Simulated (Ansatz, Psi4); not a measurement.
# How basis sets differ on BBr2Cl (dibromo(chloro)borane)

The species is BBr2Cl (4 atoms), meant as a singlet with charge 0. As SMILES, `ClB(Br)Br`. Geometry: relaxed at PBE0-D4/def2-TZVP.

Each level gives the atomisation enthalpy at 298 K (kJ/mol). The values are calculated. The thermal term (zero-point and 298 K enthalpy, harmonic and unscaled) is that of PBE0-D4/def2-TZVP; the spin-orbit lowering of the free atoms at 298 K, 32.8 kJ/mol by their spectra, is taken off.

Measured value to compare with: NIST-JANAF tables; in doubt: it rests on an older heat of the boron atom gives the atomisation enthalpy at 298 K of the gas as 1187 kJ/mol.

| level | kind | program | value (kJ/mol) | computed − measured |
| --- | --- | --- | --- | --- |
| r2SCAN/Sapporo-DZP | meta-GGA | Ansatz | 1208 | +21 |
| r2SCAN/6-31G* (spherical functions) | meta-GGA | Psi4 | 1223 | +36 |
| r2SCAN/Sapporo-TZP | meta-GGA | Ansatz | 1220 | +33 |
| r2SCAN/Sapporo-QZP | meta-GGA | Ansatz | 1220 | +33 |

Nearest: r2SCAN/Sapporo-DZP (+21 kJ/mol); farthest: r2SCAN/6-31G* (spherical functions) (+36 kJ/mol). The measured heats of formation of B, Si, Al and metal atoms are uncertain by some kJ/mol each. All-electron rows without a relativistic Hamiltonian named are non-relativistic.
